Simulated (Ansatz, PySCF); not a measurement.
This PySCF input computes a SVWN5/def2-TZVPD energy:

```python
from pyscf import gto, scf, dft

mol = gto.M(
    atom='''
    B     0.00356805   -0.03128042    0.05613467
    F     0.09003512   -0.68667699    1.22448895
    C     1.33319326    0.50484050   -0.57082482
    C    -1.41783878    0.13811077   -0.57550430
    H     1.18453455    1.39845320   -1.17983030
    H     1.72468279   -0.26581203   -1.24763705
    H     2.10785529    0.69567817    0.17366349
    H    -1.81631955    1.11152724   -0.26112406
    H    -2.12737098   -0.62036928   -0.24132119
    H    -1.39366537    0.15931013   -1.66685010
    ''',
    basis='def2-tzvpd',
    charge=0,
    spin=0,
    verbose=4,
)

mf = dft.RKS(mol, xc='svwn').density_fit(auxbasis='def2-universal-jkfit')
mf.grids.level = 3
mf.conv_tol = 1e-9
mf.max_cycle = 100
mf.max_memory = 1500
mf.kernel()
if not mf.converged:
    mf = mf.newton()
    mf.kernel(mf.make_rdm1())
mf.analyze()
```

Problem. Write an input for the same energy in Ansatz (a first-principles code) and say what it gives.

Solution. 
Ansatz 0.2 input:
```yaml
crystal:
  periodic: [false, false, false]
  atoms:
    - {symbol: B, position_ang: [0.00356805, -0.03128042, 0.05613467]}
    - {symbol: F, position_ang: [0.09003512, -0.68667699, 1.22448895]}
    - {symbol: C, position_ang: [1.33319326, 0.50484050, -0.57082482]}
    - {symbol: C, position_ang: [-1.41783878, 0.13811077, -0.57550430]}
    - {symbol: H, position_ang: [1.18453455, 1.39845320, -1.17983030]}
    - {symbol: H, position_ang: [1.72468279, -0.26581203, -1.24763705]}
    - {symbol: H, position_ang: [2.10785529, 0.69567817, 0.17366349]}
    - {symbol: H, position_ang: [-1.81631955, 1.11152724, -0.26112406]}
    - {symbol: H, position_ang: [-2.12737098, -0.62036928, -0.24132119]}
    - {symbol: H, position_ang: [-1.39366537, 0.15931013, -1.66685010]}
basis:
  gaussian:
    orbitals: def2-TZVPD
hamiltonian:
  xc: {name: SVWN5}
output: {forces: true}
```
It gives -202.99289 Eh, and PySCF -202.99298 Eh, a difference of 0.09 mEh, from the treatment of integrals and grids.
